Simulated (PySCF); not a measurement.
Worked example: chemical shift, span and skew from a shielding tensor

Mg(F)(Me) (CH3FMg), SMILES [Mg]([CH3])[F]. Atoms are numbered in the order given.

```xyz
6

Mg     0.0000     0.0000    -0.1335
F      0.0000     0.0000    -1.8946
C      0.0000     0.0000     1.9371
H      0.8797     0.5079     2.3438
H      0.0000    -1.0158     2.3438
H     -0.8797     0.5079     2.3438
```
Charge 0, spin multiplicity 1.

Coordinates come from a r2SCAN-D4/def2-TZVP optimisation.

GIAO shieldings from HF/pcSseg-2 run with PySCF, non-relativistic, no solvent. The symmetric part of the tensor of F2 has the principal values 389.2, 389.2, 485.1 ppm. The same nucleus in CFCl3 has σ = 237.3 ppm at this level (PySCF, at its B3LYP-D3(BJ)/def2-TZVP geometry).

Q: Work out the isotropic shielding, the ¹⁹F shift against CFCl3, the span and the skew.

A: 
σ(iso) = (σ11 + σ22 + σ33)/3 = 421.2 ppm. δ = σ(ref) − σ(iso) = 237.3 − (421.2) = -183.9 ppm.
Span Ω = σ33 − σ11 = 95.9 ppm. Skew κ = 3(σ(iso) − σ22)/Ω = 1.00, an axial tensor. Tumbling in solution averages the tensor to δ; in a static solid the shielding alone would spread this spin-1/2 line over Ω.
